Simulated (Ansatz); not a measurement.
C$_{2}$H$_{7}$FSi$_{2}$, SMILES `F[C@H]1C[Si@H]1[SiH3]` at its PBE0-D4/def2-TZVP geometry, where that method's forces vanish. Total charge 0; spin multiplicity 1.

```csv
atom,x (Å),y (Å),z (Å)
F1,1.003,1.932,-0.667
C2,0.162,1.015,-1.245
C3,0.704,-0.390,-1.378
Si4,-0.773,-0.255,-0.229
Si5,-0.329,-0.393,2.042
H6,-0.311,1.432,-2.131
H7,0.653,-0.860,-2.355
H8,1.653,-0.548,-0.874
H9,-2.098,-0.662,-0.755
H10,1.071,0.053,2.258
H11,-0.479,-1.795,2.518
H12,-1.257,0.472,2.815
```

Problem. For each bond, give half the difference of the two atoms' forces along it (eV/Å; positive pushes the atoms apart) under PBE-D4, r2SCAN-D4, B3LYP-D4, ωB97M-V in def2-TZVPP. (Estimate.)

Solution. Ansatz gave: 
```
   bond  length (Å)  PBE-D4  r2SCAN-D4  B3LYP-D4  ωB97M-V
  F1–C2       1.372    0.46       0.32      0.42     0.35
  C2–C3       1.511    0.00       0.03      0.13     0.11
 C2–Si4       1.876    0.15       0.05      0.03    -0.09
  C2–H6       1.087    0.04      -0.11     -0.20    -0.18
 C3–Si4       1.876    0.22       0.14      0.18     0.05
  C3–H7       1.085    0.06      -0.05     -0.11    -0.10
  C3–H8       1.087    0.09      -0.05     -0.11    -0.07
Si4–Si5       2.318   -0.19      -0.06      0.08     0.10
 Si4–H9       1.483    0.02      -0.03     -0.14    -0.12
Si5–H10       1.485    0.10       0.00     -0.07    -0.11
Si5–H11       1.487    0.09      -0.01     -0.07    -0.11
Si5–H12       1.486    0.10      -0.01     -0.07    -0.11
```

B3LYP here is the variant with VWN-RPA as its local correlation; programs differ in this.
